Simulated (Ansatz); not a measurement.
Program: Ansatz 0.2.0.

A structure relaxed at PBE0-D4/def2-TZVP, charge 0, multiplicity 1:

```xyz
9

O    -0.9658   -0.7907    1.2281
C    -0.8597    0.1601    0.1798
Si    0.8031    0.1017   -0.6675
F     0.9898   -1.2524   -1.4726
F     1.9010    0.1054    0.4884
H    -0.2369   -0.6581    1.8404
H    -1.0645    1.1836    0.5307
H    -1.6478   -0.0757   -0.5417
H     1.0808    1.2261   -1.5855
```

(1) Give its formula and SMILES.

(2) Summarise the bond lengths by kind.

## Answers

(1) CH4F2OSi, `OC[SiH](F)F`.

(2) 1 × C–O 1.419 Å; 1 × H–O 0.961 Å; 1 × C–Si 1.867 Å; 2 × C–H 1.094 to 1.101 Å; 2 × F–Si 1.586 to 1.594 Å; 1 × H–Si 1.478 Å.
